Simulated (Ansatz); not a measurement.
Level of theory: frozen-core CCSD(T)/def2-TZVPP // CAM-B3LYP-D3(BJ)/def2-TZVP in Ansatz (a first-principles code).

Ansatz 0.2 input:
```yaml
crystal:
  periodic: [false, false, false]
  atoms:
    - { symbol: C, position_ang: [-0.758291, -0.008002, 0.154798] }
    - { symbol: C, position_ang: [0.477541, 0.164564, -0.261266] }
    - { symbol: I, position_ang: [2.112072, -0.882024, 0.497453] }
    - { symbol: H, position_ang: [-1.559647, 0.572354, -0.286264] }
    - { symbol: H, position_ang: [-1.020958, -0.713928, 0.930399] }
    - { symbol: H, position_ang: [0.749284, 0.867036, -1.03512] }
basis:
  gaussian: { orbitals: def2-TZVPP }
correlation:
  method: ccsd_t
```

Output:

```
Functional definition: HF
1093 factors; integrals over basis functions are off by at most 6.8e-4 eV
mean field evaluation 1: about -10179.0852 eV, gradient 2.4e1 eV
mean field evaluation 2: about -10179.2013 eV, gradient 2.4e1 eV
mean field evaluation 4: about -10180.8620 eV, gradient 2.7e0 eV
mean field evaluation 8: about -10180.8982 eV, gradient 2.7e-1 eV
mean field evaluation 16: about -10179.0841 eV, gradient 2.4e1 eV
mean field -10180.89890456 eV, -374.1411338814 hartree, gradient 4.1e-6 eV, S^2 0.000000; 0 other end points of the search recorded, 0 dependent functions left out
6 core orbitals not correlated
reference -10180.89890456 eV, -374.1411338814 hartree; 14, 14 occupied and 134, 134 virtual orbitals, 1093 factors
second order -22.42741645 eV of doubles, -0.00000000 eV of singles
cycle   1  -21.48061865 eV  change    9.5e-1 eV  update   9.5e-2
cycle   2  -22.04317010 eV  change   -5.6e-1 eV  update   2.8e-2
cycle   3  -22.11976425 eV  change   -7.7e-2 eV  update   1.3e-2
cycle   4  -22.10526078 eV  change    1.5e-2 eV  update   3.5e-3
cycle   5  -22.10759149 eV  change   -2.3e-3 eV  update   1.6e-3
cycle   6  -22.10892650 eV  change   -1.3e-3 eV  update   3.5e-4
cycle   7  -22.10875548 eV  change    1.7e-4 eV  update   1.7e-4
cycle   8  -22.10865601 eV  change    9.9e-5 eV  update   5.8e-5
cycle   9  -22.10869085 eV  change   -3.5e-5 eV  update   2.9e-5
perturbative correction -0.73008596 eV, -0.0268301643 hartree
Total energy: -10203.73768138 eV, -374.9804434488 hartree
```

Cost: around 60 core-seconds (rough).
